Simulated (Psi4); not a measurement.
tin monoxide (OSn), singlet, at a GFN2-xTB geometry (such geometries of metal compounds can be far from the true shape) (core potentials on Sn).

The Psi4 input:
```
memory 2 GB

molecule {
0 1
  Sn   -0.00000000   -0.00000000   -0.24879316
  O     0.00000000    0.00000000    1.55495727
}

set basis def2-svp
set scf_type pk
set puream true
set d_convergence 1e-8
set dft_radial_points 99
set dft_spherical_points 590

energy('b97m-v')
print_variables()
```

Estimate the total energy that Psi4 1.11 with B97M-V/def2-SVP returns for this input.

-289.411821 Ha

What is the computed dipole moment (B97M-V/def2-SVP)?

3.72 D

Give the nuclear repulsion energy at the level B97M-V/def2-SVP.

51.6342 Eh

What is the computed number of basis functions (B97M-V/def2-SVP)?

40
